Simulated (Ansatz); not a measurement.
Process, species as SMILES: Cl[Te](Cl)(Cl)Cl → Cl[Te](Cl)Cl + Cl atom (the Cl-Te bond at the site shown breaks; other sites are not compared here)
Each molecule is optimised on its own at B3LYP-D3(BJ)/def2-TZVP (Ansatz, a program for electronic structure). Frequencies are from Ansatz.
Geometry of the first species:
```
Te
Cl 1 2.3249
Cl 1 2.3249 2 100.18
Cl 1 2.4633 2 90.06 3 -90.08
Cl 1 2.4633 2 90.06 4 -179.85
```
Charge 0, spin multiplicity 1.

Property: bond dissociation energy (enthalpy at 298 K, with B3LYP-D3(BJ) rigid-rotor harmonic-oscillator terms), in kcal/mol. Correlated levels leave the core frozen unless marked. Open shells are spin-unrestricted. Spin-orbit coupling is left out. Frozen are the shells of the preceding noble gas and the d and f shells that filled before the atom's block. Past Kr the def2 sets carry scalar-relativistic core potentials. STO-3G rows are all-electron and non-relativistic. CBS marks a two-point X^-3 extrapolation of the correlation energy; Hartree-Fock from the larger set. The bracket is a focal-point correction in the basis named.

| level | program | bond dissociation energy (kcal/mol) |
|---|---|---|
| BLYP-D4/def2-TZVPD | Ansatz + dftd4 | 57.3 |
| BLYP/def2-TZVPD | Ansatz | 52.1 |

Predict the RI-MP2/CBS(def2-TZVPPD,def2-QZVPPD)+[CCSD(T)-MP2]/def2-TZVPPD result (Ansatz).

61.4 kcal/mol
